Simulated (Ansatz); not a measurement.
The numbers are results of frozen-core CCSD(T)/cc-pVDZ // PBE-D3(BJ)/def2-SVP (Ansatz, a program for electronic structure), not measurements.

Ansatz 0.2 input:
```yaml
crystal:
  periodic: [false, false, false]
  atoms:
    - { symbol: O, position_ang: [-1.588533, 2.355459, -0.597072] }
    - { symbol: C, position_ang: [-2.084922, 1.252261, -0.485768] }
    - { symbol: C, position_ang: [-1.403072, -0.06526, -0.815262] }
    - { symbol: C, position_ang: [-1.584129, -1.075375, 0.338109] }
    - { symbol: C, position_ang: [-0.692881, -0.726969, 1.53644] }
    - { symbol: C, position_ang: [0.78078, -0.603729, 1.124074] }
    - { symbol: C, position_ang: [0.972048, 0.430632, -0.003376] }
    - { symbol: Si, position_ang: [2.796856, 0.600548, -0.514389] }
    - { symbol: C, position_ang: [0.070494, 0.109666, -1.213917] }
    - { symbol: H, position_ang: [-3.15568, 1.131112, -0.124512] }
    - { symbol: H, position_ang: [-1.984099, -0.447504, -1.689774] }
    - { symbol: H, position_ang: [-1.325306, -2.089197, -0.036407] }
    - { symbol: H, position_ang: [-2.6527, -1.118775, 0.642152] }
    - { symbol: H, position_ang: [-1.027541, 0.237827, 1.980227] }
    - { symbol: H, position_ang: [-0.81003, -1.492768, 2.331652] }
    - { symbol: H, position_ang: [1.144134, -1.599487, 0.779184] }
    - { symbol: H, position_ang: [1.401733, -0.336571, 2.005103] }
    - { symbol: H, position_ang: [0.673142, 1.432121, 0.381075] }
    - { symbol: H, position_ang: [3.643484, 0.972044, 0.675154] }
    - { symbol: H, position_ang: [3.302959, -0.70933, -1.065676] }
    - { symbol: H, position_ang: [2.958132, 1.656519, -1.575663] }
    - { symbol: H, position_ang: [0.416705, -0.829399, -1.699857] }
    - { symbol: H, position_ang: [0.148427, 0.916176, -1.971499] }
basis:
  gaussian: { orbitals: cc-pVDZ }
correlation:
  method: ccsd_t
```

Output:

```
Functional definition: HF
1831 factors; integrals over basis functions are off by at most 1.1e-3 eV
mean field evaluation 1: about -17328.2867 eV, gradient 4.6e1 eV
mean field evaluation 2: about -17328.6346 eV, gradient 4.6e1 eV
mean field evaluation 4: about -17334.5513 eV, gradient 6.9e0 eV
mean field evaluation 8: about -17334.7054 eV, gradient 5.2e-1 eV
mean field evaluation 16: about -17332.7461 eV, gradient 2.8e1 eV
mean field -17334.70759400 eV, -637.0387541926 hartree, gradient 9.8e-6 eV, S^2 0.000000; 0 other end points of the search recorded, 0 dependent functions left out
13 core orbitals not correlated
reference -17334.70759400 eV, -637.0387541926 hartree; 26, 26 occupied and 161, 161 virtual orbitals, 1831 factors
second order -34.47328166 eV of doubles, -0.00000000 eV of singles
cycle   1  -35.86834387 eV  change    -1.4e0 eV  update   1.4e-1
cycle   2  -36.87710583 eV  change    -1.0e0 eV  update   4.2e-2
cycle   3  -37.11847485 eV  change   -2.4e-1 eV  update   2.2e-2
cycle   4  -37.11523874 eV  change    3.2e-3 eV  update   5.3e-3
cycle   5  -37.11607503 eV  change   -8.4e-4 eV  update   2.2e-3
cycle   6  -37.11652380 eV  change   -4.5e-4 eV  update   6.5e-4
cycle   7  -37.11601716 eV  change    5.1e-4 eV  update   2.5e-4
cycle   8  -37.11593662 eV  change    8.1e-5 eV  update   7.8e-5
cycle   9  -37.11596489 eV  change   -2.8e-5 eV  update   2.8e-5
perturbative correction -1.26204912 eV, -0.0463794497 hartree
Total energy: -17373.08560801 eV, -638.4491201940 hartree
```

Cost: very roughly 9 core-minutes.
